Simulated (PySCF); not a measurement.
Method: PBE-D3(BJ)/def2-TZVP // PBE0-D3(BJ)/def2-TZVP in PySCF. All species are isolated molecules in the gas phase. 

Reference species (SMILES): `[AlH3]` (neutral, multiplicity 1).

| Quantity | Result |
|---|---|
| HOMO | -7.30 eV |
| HOMO–LUMO gap | 4.77 eV |
| LUMO | -2.53 eV |

Changed species: `[F][AlH][F]` (whole molecule; the reference has whole molecule).

**Question.** What does the change do to the HOMO, HOMO–LUMO gap and LUMO?

**Answer.** the HOMO falls by 1.35 eV, to -8.65 eV; the HOMO–LUMO gap increases by 2.24 eV, to 7.01 eV; the LUMO increases by 0.88 eV, to -1.65 eV.
